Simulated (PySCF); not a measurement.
Cd(NH2)(SH) (CdH3NS), SMILES [NH2][Cd][SH]. Atoms are numbered in the order given.

```xyz
6

Cd     0.0094     0.2843     0.0000
N     -0.1269     2.3104     0.0000
H      0.3135     2.7261    -0.8140
H      0.3135     2.7261     0.8140
S     -0.0899    -2.0663     0.0000
H      1.2469    -2.2119     0.0000
```

Coordinates come from a B3LYP-D3(BJ)/def2-TZVP optimisation. The def2 effective core potentials stand for the cores of Cd; spin–orbit coupling is left out. One conformer was computed; it need not be the lowest.

Computed with PySCF with TDDFT-ωB97X/def2-SVPD.

Vertical excitations.  State labels are in the subgroup Cs.

| state | symmetry | energy (eV) | λ (nm) | f | main pairs |
|---|---|---|---|---|---|
| S1 | A" | 5.17 | 240 | 0.037 | HOMO→LUMO 92 % |
| S2 | A' | 5.24 | 237 | 0.106 | HOMO−1→LUMO 80 % |
| S3 | A" | 6.06 | 205 | 0.000 | HOMO−1→LUMO+1 70 %, HOMO→LUMO+2 22 % |
| S4 | A" | 6.08 | 204 | 0.013 | HOMO→LUMO+2 58 %, HOMO−1→LUMO+1 27 % |
| S5 | A' | 6.30 | 197 | 0.009 | HOMO→LUMO+1 70 %, HOMO−2→LUMO 23 % |
| S6 | A' | 6.37 | 195 | 0.017 | HOMO−1→LUMO+2 86 % |
| S7 | A" | 6.64 | 187 | 0.007 | HOMO→LUMO+3 44 %, HOMO→LUMO+4 30 %, HOMO→LUMO+2 15 % |
| S8 | A' | 7.23 | 171 | 0.614 | HOMO−2→LUMO 58 %, HOMO→LUMO+1 19 % |
| S9 | A' | 7.46 | 166 | 0.009 | HOMO−2→LUMO+2 70 %, HOMO−3→LUMO 12 % |
| S10 | A" | 7.52 | 165 | 0.022 | HOMO−2→LUMO+1 93 % |
| T1 | A' | 4.56 | 272 | 0 | HOMO−1→LUMO 90 % |
| T2 | A" | 4.88 | 254 | 0 | HOMO→LUMO 88 % |
| T3 | A" | 5.82 | 213 | 0 | HOMO→LUMO+2 49 %, HOMO→LUMO+3 22 %, HOMO→LUMO+4 16 % |
| T4 | A' | 5.93 | 209 | 0 | HOMO−1→LUMO+2 47 %, HOMO−2→LUMO 33 %, HOMO→LUMO+1 8 % |
Triplets are in the Tamm–Dancoff approximation, which puts them higher than full response would, so one can lie above its singlet here.
